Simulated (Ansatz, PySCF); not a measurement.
Ga(H)(Br)(NH2) (BrGaH₃N), SMILES [NH2][GaH][Br].

Coordinates come from a B3LYP-D3(BJ)/def2-SVP optimisation. The structure was generated by enumeration; whether it is a known compound was not checked. Other conformers were not sampled.

Vertical ionisation energy (IE) and electron affinity (EA) in eV. Rows of orbital energies are one-electron estimates. Where ΔSCF, EOM or ADC give a negative EA the extra electron is unbound and the value depends on the basis.

```
level                                                                   IE     EA
-------------------------------------------------------------------  -----  -----
−ε(HOMO), −ε(LUMO), HF/def2-TZVPD (PySCF)                            10.94  -1.24
−ε(HOMO), −ε(LUMO), PBE/def2-TZVPD (PySCF)                            6.40   1.67
ΔSCF, PBE0/def2-SVPD (Ansatz), final states of multiplicity 2 and 2      ?      ?
ΔSCF, PBE/def2-SVPD (Ansatz), final states of multiplicity 2 and 2    9.55  -0.60
```

### Question
Complete the blanks. (Estimate from the structure and the level; the computed values follow.)

### Answer

- ΔSCF, PBE0/def2-SVPD (Ansatz, a program for electronic structure), final states of multiplicity 2 and 2, IE: 9.81
- ΔSCF, PBE0/def2-SVPD (Ansatz), final states of multiplicity 2 and 2, EA: -0.67

### Question
What vertical singlet–triplet gap does ΔSCF give with PBE0/def2-SVPD (Ansatz) and with PBE/def2-SVPD (Ansatz)? (The exact figures need the calculation; the answer reports its results.)

### Answer
5.12 and 4.88 eV (triplet above singlet where positive).
